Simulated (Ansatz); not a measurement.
Start from `[F][Ti]12345678([Cl])([C@H]9[C@@H]1[C@@H]2[C@@H]3[C@H]94)[C@H]1[C@@H]5[C@@H]6[C@@H]7[C@H]18` and change one element to get `[F][Zr]12345678([Cl])([C@H]9[C@@H]1[C@@H]2[C@@H]3[C@H]94)[C@H]1[C@@H]5[C@@H]6[C@@H]7[C@H]18`.

Ansatz, PBE0-D4/def2-TZVP geometries, multiplicity 1. 

Elements past krypton have def2 core potentials. Scalar relativity is left out up to krypton.

```tsv
property	`[F][Ti]12345678([Cl])([C@H]9[C@@H]1[C@@H]2[C@@H]3[C@H]94)[C@H]1[C@@H]5[C@@H]6[C@@H]7[C@H]18`
HOMO–LUMO gap (PBE0/def2-TZVPP) / eV	4.65
HOMO energy (PBE/def2-TZVPP) / eV	-5.65
HOMO energy (PBE0/def2-TZVPP) / eV	-6.68
size of the dipole moment (PBE/def2-TZVPP) / D	3.90
size of the dipole moment (B3LYP/def2-TZVPP) / D	4.22
HOMO–LUMO gap (PBE/def2-TZVPP) / eV	2.58
```

Question: Give the same properties after the change, and the shifts. (Estimate.)

Answer: The calculation gave: 
```json
{"property": "HOMO–LUMO gap (PBE0/def2-TZVPP) / eV", "`[F][Zr]12345678([Cl])([C@H]9[C@@H]1[C@@H]2[C@@H]3[C@H]94)[C@H]1[C@@H]5[C@@H]6[C@@H]7[C@H]18`": "5.63", "shift": "0.98"}
{"property": "HOMO energy (PBE/def2-TZVPP) / eV", "`[F][Zr]12345678([Cl])([C@H]9[C@@H]1[C@@H]2[C@@H]3[C@H]94)[C@H]1[C@@H]5[C@@H]6[C@@H]7[C@H]18`": "-5.93", "shift": "-0.28"}
{"property": "HOMO energy (PBE0/def2-TZVPP) / eV", "`[F][Zr]12345678([Cl])([C@H]9[C@@H]1[C@@H]2[C@@H]3[C@H]94)[C@H]1[C@@H]5[C@@H]6[C@@H]7[C@H]18`": "-6.96", "shift": "-0.28"}
{"property": "size of the dipole moment (PBE/def2-TZVPP) / D", "`[F][Zr]12345678([Cl])([C@H]9[C@@H]1[C@@H]2[C@@H]3[C@H]94)[C@H]1[C@@H]5[C@@H]6[C@@H]7[C@H]18`": "3.66", "shift": "-0.24"}
{"property": "size of the dipole moment (B3LYP/def2-TZVPP) / D", "`[F][Zr]12345678([Cl])([C@H]9[C@@H]1[C@@H]2[C@@H]3[C@H]94)[C@H]1[C@@H]5[C@@H]6[C@@H]7[C@H]18`": "3.90", "shift": "-0.32"}
{"property": "HOMO–LUMO gap (PBE/def2-TZVPP) / eV", "`[F][Zr]12345678([Cl])([C@H]9[C@@H]1[C@@H]2[C@@H]3[C@H]94)[C@H]1[C@@H]5[C@@H]6[C@@H]7[C@H]18`": "3.72", "shift": "1.14"}
```

With PBE0 the HOMO falls by 0.28 eV and the LUMO rises by 0.70 eV, so the gap widens by about 0.98 eV. PBE moves the HOMO by -0.28 eV and ωB97M-V by -0.25 eV. Dipoles are sizes alone; their direction can turn.

B3LYP here is the variant with VWN-RPA as its local correlation; programs differ in this.

Positive LUMOs are unbound, so they and the gaps depend on the basis.
